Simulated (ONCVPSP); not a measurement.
What one change does to a pseudopotential (silver, ONCV)

ONCVPSP 4.0.1 input, shortened (lines: element, Z, core and valence counts, functional; n l f; lmax; l rc ep ncon nbas qcut; lloc lpopt rc5 dvloc0; l nproj debl; icmod fcfact rcfact), PBE, fully relativistic:

```
  Ag 47.00    7    3        4      upf
    1    0    2.00
    2    0    2.00
    2    1    6.00
    3    0    2.00
    3    1    6.00
    3    2   10.00
    4    0    2.00
    4    1    6.00
    4    2   10.00
    5    0    1.00
    2
    0    2.65    0.00    4    7    2.60
    1    1.30    0.00    4    7   10.90
    2    1.20    0.00    5    8    8.60
    4    5    0.85    0.00
    0    2    0.80
    1    2    3.80
    2    2    2.90
    3    3.25    1.00
```

Open shells are filled in proportion to 2j + 1.

All-electron outer shells of the reference configuration (PBE, scalar-relativistic, ld1.x):

```tsv
shell	level (eV)	outermost node (bohr)	outermost maximum (bohr)
4s	-95.05	0.44	0.82
4p	-58.57	0.44	0.87
4d	-7.44	0.43	1.04
5s	-4.40	1.11	2.49
```

Change: s: rc 3.82.

Cutoffs: the cutoffs (Ha) at which the residual kinetic energy of the hardest occupied pseudo-wave falls to 1 and 0.1 mHa per electron; they do not see the model core or the augmentation charge, which bear on the density cutoff. Errors are all-electron minus pseudo energies relative to the spin-unpolarised reference configuration.

Problem. What does the change do?

Solution. The potential gets neither clearly harder nor softer (40 Ha and 60 Ha → 40 Ha and 60 Ha); both files keep a bound ghost (s); the lowest positive-energy flag moves from s at 51.5 eV to s at 24.5 eV; of the 4 tests that both files solve, the error grows in 4 and shrinks in 0 by more than 15 % and 0.3 meV (median size 5.2 → 89.7 meV). More of the atom is replaced by a form fitted at one configuration, so other configurations suffer.

| quantity | base | changed |
| --- | --- | --- |
| cutoff, loose | 40 Ha | 40 Ha |
| cutoff, tight | 60 Ha | 60 Ha |
| loose cutoff by channel | s 4.0 Ha, p 40 Ha, d 35 Ha | s 2.1 Ha, p 40 Ha, d 35 Ha |
| bound ghosts | s | s |
| GHOST(+) flags under 300 eV | s at 51.5 eV | s at 24.5 eV |
| error for 4p6 4d10 5s0, meV [ΔE 7.76 eV] | -6.8 | -27 |
| error for 4p6 4d9 5s0, meV [ΔE 29.87 eV] | +3.6 | -152 |
| error for 4p6 4d8 5s0, meV [ΔE 66.07 eV] | +16 | -313 |
| error for 4p6 4d10 5s0.5, meV [ΔE 3.02 eV] | -1.3 | -4.4 |
| p3/2: phases at 1.32 bohr within 0.05 rad from the reference energy up to (Ha; the scan ends near 5) | to the end of the scan | to the end of the scan |
| p1/2: phases at 1.32 bohr within 0.05 rad from the reference energy up to (Ha; the scan ends near 5) | to the end of the scan | to the end of the scan |
| d5/2: phases at 1.22 bohr within 0.05 rad from the reference energy up to (Ha; the scan ends near 5) | to the end of the scan | to the end of the scan |
| d3/2: phases at 1.22 bohr within 0.05 rad from the reference energy up to (Ha; the scan ends near 5) | to the end of the scan | to the end of the scan |
| rms error of d²Exc/dni dnj with the model core, mHa | 6.27 | 6.18 |

 A true bound ghost makes a file unfit for plane-wave use even where its test errors are small: the radial tests pick states by their node count and pass the ghost by.
